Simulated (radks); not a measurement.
The numbers below are computed, except where a source is named.
The germanium anion Ge4-, [Kr], held by a Watson sphere: a shell of charge +4 at radius R that stands for the Madelung well of a crystal (potential energy -4/R inside, -4/r outside, in hartree with lengths in bohr). Level of theory: scalar-relativistic Kohn-Sham, LB94 model potential, spin-unpolarised, spherical densities, finite nucleus; Fermi nuclear charge, rms radius of each element as measured or else 0.836 A^(1/3) + 0.57 fm (a radial shooting solver on a logarithmic mesh with Libxc functionals). Response by self-consistent Sternheimer equations with the Hartree and adiabatic LDA kernel, the relativistic mass of each level held fixed and spin-orbit coupling left out. The sphere does not respond.

| R (bohr) | e(3d) (eV) | e(4s) (eV) | e(4p) (eV) | <r> 4p (bohr) | sum of <r^2> (bohr^2) | X-ray form factor at sin(theta)/lambda = 0.2 1/angstrom | alpha (bohr^3) |
|---|---|---|---|---|---|---|---|
| 3.01 | -35.171 | -16.356 | -9.221 | 2.982 | 84.43 | 25.529 | 76.00 |
| 3.07 | -35.056 | -16.151 | -9.068 | 3.015 | 85.95 | 25.515 | 79.81 |
| 3.53 | -34.330 | -14.805 | -7.990 | 3.268 | 98.04 | 25.471 | 115.4 |
| 3.75 | -34.046 | -14.283 | -7.532 | 3.389 | 104.1 | 25.476 | 137.1 |
| 4.23 | -33.516 | -13.367 | -6.657 | 3.651 | 118.1 | 25.517 | 197.0 |
| 5.01 | -32.850 | -12.357 | -5.540 | 4.068 | 143.4 | 25.597 | 339.5 |
| 5.11 | -32.779 | -12.258 | -5.419 | 4.121 | 146.8 | 25.605 | 362.6 |
